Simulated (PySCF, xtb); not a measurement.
dimethyl selenide cation (C2H6Se), SMILES C[Se]C (connectivity only; charge and spin as stated), charge +1, multiplicity 2.

Harmonic wavenumbers (cm⁻¹) from GFN2-xTB (xtb) at its own minimum, in rising order: 48, 97, 212, 586, 589, 812, 816, 840, 929, 1283, 1291, 1353, 1360, 1375, 1376, 2977, 2980, 2989, 2992, 3030, 3034.

Task: What does PBE-D3(BJ)/def2-SVP (PySCF 2.14.0) give at its own minimum? (An estimate is asked for; the answer gives what the named calculation found.)

Result: 58, 109, 225, 587, 591, 764, 799, 832, 956, 1220, 1240, 1331, 1331, 1358, 1359, 2957, 2964, 3066, 3067, 3121, 3123. Paired by order, the mean absolute difference is 34 cm⁻¹ and the zero-point energies are 44.3 and 44.4 kcal/mol.
